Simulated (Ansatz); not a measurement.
Species: C3H9BN, net charge 0, doublet state. It need not be the lowest isomer of its formula. 
Structure (B3LYP-D3(BJ)/def2-TZVP (Ansatz, a first-principles code) minimum search):
SMILES: [CH2]B(C)NC
```xyz
14

C      1.2883     0.7696     0.7908
B      0.4573    -0.2645     0.0148
C      1.1131    -1.6300    -0.4515
N     -0.8966    -0.0275    -0.2992
C     -1.7249     1.1222     0.0055
H      2.3304     0.5894     1.0336
H      0.9227     1.7266     1.1475
H      0.4279    -2.2869    -0.9945
H      1.4961    -2.1926     0.4059
H      1.9758    -1.4479    -1.1002
H     -1.3870    -0.7460    -0.8106
H     -1.1481     1.8618     0.5549
H     -2.5861     0.8429     0.6196
H     -2.1003     1.5971    -0.9058
```
Charge 0, spin multiplicity 2.

Property: atomisation energy (electronic, to ground-state atoms); the coupled-cluster value holds the core correlation from cc-pwCVTZ, in kcal/mol. Cores are frozen in the correlated levels unless marked. UHF or UKS for open shells. Spin-orbit coupling is left out. Non-relativistic. CBS(X,Y): correlation extrapolated as X^-3; Hartree-Fock from the larger set.

Level to compare with: CCSD(T)/CBS(cc-pVTZ,cc-pVQZ) plus the core term (Ansatz), 1295.5 kcal/mol. It is a level with limits of its own, and the differences hold the functionals' basis error too.

Task: Rank these functionals by how close they come to CCSD(T)/CBS(cc-pVTZ,cc-pVQZ), closest first: BHLYP/def2-TZVPD (Ansatz); BLYP/def2-TZVPD (Ansatz); revPBE/def2-TZVPD (Ansatz).

Result: BLYP/def2-TZVPD (GGA, 1283.7 kcal/mol, difference -11.8), revPBE/def2-TZVPD (GGA, 1274.5 kcal/mol, difference -21.0), BHLYP/def2-TZVPD (global hybrid, 1265.3 kcal/mol, difference -30.2)
